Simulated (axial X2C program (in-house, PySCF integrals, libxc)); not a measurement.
Photoelectron levels of AsC⁻ by EOM-IP-CCSD

Calculated with an in-house all-electron X2C program for linear molecules (integrals from PySCF): two-component X2C with atomic mean-field Coulomb and Gaunt terms, Gaussian nuclei, basis As dyall-acv3z, C dyall-av3z with contracted cores.

R = 1.705 Å (near the PBE0 minimum at charge -1 of the determinant lowest at the starting distance; the state shown can have its own minimum elsewhere).

Vertical detachment energies of AsC⁻ to the states of AsC:

| Ω of AsC | vertical detachment energy (eV) | above lowest (cm⁻¹) | ionised spinor | one-hole weight |
| --- | --- | --- | --- | --- |
| 1/2 | 2.909 | 0 | 54% C pσ, 18% As pσ, 14% C sσ | 0.90 |
| 3/2 | 3.589 | 5479 | 49% As pπ, 42% C pπ | 0.95 |
| 1/2 | 3.678 | 6200 | 52% As pπ, 38% C pπ | 0.95 |
| 1/2 | 7.669 | 38385 | 36% As pσ, 27% As sσ, 20% C sσ | 0.76 |

Question: Take the first Ω = 1/2 and Ω = 3/2 rows of π character: how far apart are they, and which lies lower?

Answer: E(3/2) − E(1/2) = 5479 − 6200 = -721 cm⁻¹ at EOM-IP-CCSD: inverted, Ω = 3/2 lower. Splittings at this level can be off by ten to twenty per cent.

This point took 6.6 s on 1 thread of Intel(R) Xeon(R) Processor @ 2.30GHz, on a shared host.

Reference electrons by ω block (each with its −ω partner): 1/2: 14, 3/2: 5, 5/2: 1. 10 electrons of AsC⁻ correlated (inner shells frozen), 94 natural virtual spinors (a truncated set); levels can be off by some tenths of an eV. Roots sought by Ω: (1/2: 4, 3/2: 3, 5/2: 1); the list ends where they run out and leaves out roots under 60 % one-particle weight. The solver can skip a root, and states that need a further excitation, which the method places far too high, are missing though they may lie low or lowest. T1 of the reference 0.029 (Lee–Taylor). Number of frozen shells: As 3 s, 2 p, 1 d; C 1 s. Large amplitudes in the reference (orbital relaxation or multireference character) lower the reliability.
